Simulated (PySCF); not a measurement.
CSe: frontier orbitals

PBE at R = 1.676 Å; PySCF, no relativity, basis sets C def2-SVP, Se def2-SVP. State: ¹Σ⁺ (singlet), closed shell. Only the outer orbitals are listed, counted within each symmetry.

```csv
orbital,occ.,ε (eV),on C (%),main shells (%)
8σ,2,-19.81,32,"63 Se s, 24 C s"
9σ,2,-12.65,38,"38 C s, 32 Se s, 29 Se p"
4π,2,-8.15,30,"69 Se p, 30 C p"
4π,2,-8.15,30,"69 Se p, 30 C p"
10σ,2,-6.95,77,"43 C p, 34 C s, 22 Se p"
5π,0,-3.35,65,"65 C p, 31 Se p"
5π,0,-3.35,65,"65 C p, 31 Se p"
11σ,0,1.60,7,"67 Se p, 21 C p, 15 Se d"
```

Q: Which are the highest filled and the lowest empty level, where do they sit, and how wide is the gap?

A: Highest filled 10σ at -6.95 eV (in %: 43 C p, 34 C s, 22 Se p); lowest empty 5π at -3.35 eV (in %: 65 C p, 31 Se p); the gap at PBE is 3.60 eV.

* bond order (Mayer): 2.54
* ⟨S²⟩: 0.000
* charge on C (Mulliken, basis-dependent): -0.14
* charge on C (Löwdin, basis-dependent): -0.27
* dipole moment (positive dipole means C(−)Se(+)): 2.17 D
* polarisability along the bond: 40.8 bohr³
* polarisability across the bond: 18.4 bohr³
